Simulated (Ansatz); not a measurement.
Stepwise reaction of `[CH3][GeH]([F])[F]` with hydrogen, as a gas-phase model of exchange steps in deposition or etching. ΔE in kJ/mol; ΔG adds harmonic PBE0-D4 terms to CCSD(T)/CBS, at 1 bar.

Program: Ansatz. Geometries: PBE0-D4/def2-TZVP. ΔE: electronic, gas phase. CBS: MP2 limit from def2 TZ/QZ plus the TZ coupled-cluster correction, frozen cores. This one scheme is used for every species. DFT in def2-TZVPP. B3LYP here is the variant with VWN-RPA as its local correlation; programs differ in this. For Ge outer-core shells are correlated without core-valence functions, which leaves a few kJ/mol of doubt a bond. Scalar relativity is left out up to krypton.

```
step                                     reaction  PBE-D4  B3LYP-D4  ωB97M-V  CCSD(T)/CBS  ΔG(400 K)
   2  `[CH3][GeH2][F]` + H₂ → `[CH3][GeH3]` + H–F    43.5      48.8     47.3         41.0       46.6
```

Question: Give the row of step 1, `[CH3][GeH]([F])[F]` + H₂ → `[CH3][GeH2][F]` + H–F. (Best estimate.)

Answer: Computed: 
| step | reaction | PBE-D4 | B3LYP-D4 | ωB97M-V | CCSD(T)/CBS | ΔG(400 K) |
| --- | --- | --- | --- | --- | --- | --- |
| 1 | `[CH3][GeH]([F])[F]` + H₂ → `[CH3][GeH2][F]` + H–F | 58.9 | 62.7 | 62.1 | 56.4 | 58.2 |

Question: By hand: ΔE of the 2 steps together at CCSD(T)/CBS.

Answer: (56.4) + (41.0) = 97.4 kJ/mol, or 48.7 kJ/mol a step.

In ΔE each step is lower than the one before. All are uphill at CCSD(T)/CBS. ΔG lies between 46.6 and 58.2 kJ/mol a step. PBE-D4 differs from CCSD(T)/CBS by 2.5 to 2.5 kJ/mol a step. Isolated molecules leave out the surface, adducts and barriers. Largest T1 diagnostic: 0.012.
